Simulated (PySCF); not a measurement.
Isomers of H4O2Si2. All species are isolated molecules in the gas phase. One relaxed conformer stands for each flexible species; it need not be the lowest. Strings in code marks are SMILES.

The four lowest singlet excitations (Tamm–Dancoff). These are PBE-D3(BJ)/def2-TZVP // r2SCAN-D4/def2-TZVP (PySCF 2.14.0) values and carry that method's errors. Excitations are Tamm–Dancoff values on a coarser integration grid. The basis has no diffuse functions, so Rydberg states are missing or too high.

```json
[
 {"state": "S1", "energy (eV)": "4.30", "wavelength (nm)": "289", "oscillator strength": "0.136"},
 {"state": "S2", "energy (eV)": "4.52", "wavelength (nm)": "274", "oscillator strength": "0.098"},
 {"state": "S3", "energy (eV)": "4.71", "wavelength (nm)": "263", "oscillator strength": "0.031"},
 {"state": "S4", "energy (eV)": "5.67", "wavelength (nm)": "219", "oscillator strength": "0.014"}
]
```

Question: Name which member gives these states.
A) `O=[Si](O)[SiH3]` (Si–Si–O–H torsion 0°)
B) `O[Si](O)=[SiH2]` (H–O–Si–Si torsion -19°, Si–Si–O–H torsion -165°)
C) `O/[SiH]=[SiH]\O` (H–O–Si–Si torsion 52°, Si–Si–O–H torsion -118°)
D) `O=[SiH]O[SiH3]` (O–Si–O–Si torsion 1°)

Answer: B, `O[Si](O)=[SiH2]` (H–O–Si–Si torsion -19°, Si–Si–O–H torsion -165°)
